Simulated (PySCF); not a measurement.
Sb(F)2(OMe) (CH₃F₂OSb), SMILES C[O][Sb]([F])[F]. Atoms are numbered in the order given.

```xyz
8

Sb    -0.5074     0.3148     0.0000
F     -0.4309    -1.0224     1.4058
F     -0.4309    -1.0224    -1.4058
O      1.4103     0.7303     0.0000
C      2.3923    -0.2997     0.0000
H      3.3828     0.1811     0.0000
H      2.3060    -0.9395     0.8948
H      2.3060    -0.9395    -0.8948
```

The structure is a stationary point at B3LYP-D3(BJ)/def2-SVP. The def2 effective core potentials stand for the cores of Sb; spin–orbit coupling is left out. One conformer was computed; it need not be the lowest.

All values below come from ωB97X/def2-TZVP in PySCF.

Gas-phase values at a fixed geometry.

```
Quantity                                                                                                         Value
---------------------------------------------------------------------------------------------  -----------------------
total energy                                                                                        -555.26738 hartree
point group                                                                                                         Cs
highest occupied level                                                                                       -10.98 eV
lowest empty level                                                                                             0.46 eV
orbital gap                                                                                                   11.44 eV
dipole moment                                                                                                   2.37 D
quadrupole, principal values (traceless, Buckingham form, about the centre of nuclear charge)  -6.07, -5.08, 11.14 D·Å
mean static polarisability                                                                        50.2 bohr³ (7.44 Å³)
polarisability, principal values                                                                45.4, 46.4, 58.8 bohr³
```
